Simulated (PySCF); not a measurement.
From one molecule to another.

First species: C₃H₁₁NOSi₄.
SMILES with atom numbers: `[CH:1]#[C:2][CH2:3][Si@@H:4]1[SiH2:5][Si@H:6]([NH2:7])[Si@@H:8]1[OH:9]` (hydrogens: H10 on C1; H11, H12 on C3; H13 on Si4; H14, H15 on Si5; H16 on Si6; H17, H18 on N7; H19 on Si8; H20 on O9)

Second species: C₅H₈Cl₄Si.
Cartesian coordinates in Å at the GFN2-xTB level; atoms count from 1:
```
atom  x, y, z in Å
C1     2.3275    1.0947    0.1702
C2     1.5985   -0.0036    0.1097
C3     0.5277   -0.3540    1.0935
C4    -0.8821   -0.4098    0.4717
C5    -1.0389   -1.5874   -0.4830
Cl6   -0.8327   -3.1419    0.3790
Si7   -1.3760    1.2427   -0.3833
Cl8   -0.8825    2.7954    0.8022
Cl9   -0.4763    1.4374   -2.1800
Cl10  -3.3823    1.2352   -0.6627
H11    3.0963    1.3091   -0.5520
H12    2.1881    1.8248    0.9504
H13    1.7693   -0.7220   -0.6803
H14    0.7454   -1.3345    1.5247
H15    0.5256    0.3799    1.9006
H16   -1.5833   -0.5762    1.2977
H17   -0.2957   -1.5688   -1.2778
H18   -2.0372   -1.6146   -0.9190
```

Levels: PBE0/pcSseg-1 for dipole moment, HOMO energy, LUMO energy and HOMO–LUMO gap; GFN2-xTB for rotational constant A and rotational constant C. Geometries: GFN2-xTB. Each species is one conformer at its optimised geometry, gas phase, non-relativistic unless stated. Electronic properties by PySCF.

Dipoles, sizes and rotational constants follow the conformer. The torsions of the flexible species, by atom-mapped SMILES:
- `[CH:1]#[C:2][CH2:3][Si@@H:4]1[SiH2:5][Si@H:6]([NH2:7])[Si@@H:8]1[OH:9]`: C2–C3–Si4–Si5 148°, H–N7–Si6–Si5 72°, H–N7–Si6–Si5 -151°, H–O9–Si8–Si6 -108°
- `[CH2:1]=[CH:2][CH2:3][C@H:4]([CH2:5][Cl:6])[Si:7]([Cl:8])([Cl:9])[Cl:10]`: C1–C2–C3–C4 116°, C2–C3–C4–C5 69°, C3–C4–C5–Cl6 62°, C3–C4–Si7–Cl8 -45°

Values for the first species:

```
Dipole moment         : 1.26 D
HOMO energy           : -7.04 eV
LUMO energy           : -1.62 eV
HOMO–LUMO gap         : 5.42 eV
Rotational constant A : 1.146 GHz
Rotational constant C : 0.545 GHz
```

Q: Estimate the same properties for the second species, and the change in each.

A: 
| property | first | second | second less first |
| --- | --- | --- | --- |
| dipole moment | 1.26 D | 0.70 D | -0.56 D |
| HOMO energy | -7.04 eV | -7.78 eV | -0.74 eV |
| LUMO energy | -1.62 eV | -0.22 eV | +1.40 eV |
| HOMO–LUMO gap | 5.42 eV | 7.56 eV | +2.14 eV |
| rotational constant A | 1.146 GHz | 0.725 GHz | -0.421 GHz |
| rotational constant C | 0.545 GHz | 0.382 GHz | -0.163 GHz |

On the first: The dipole equals about 4.2 × 10⁻³⁰ C·m (1 D = 3.33564 × 10⁻³⁰ C·m).

On the second: The dipole equals about 2.3 × 10⁻³⁰ C·m (1 D = 3.33564 × 10⁻³⁰ C·m).
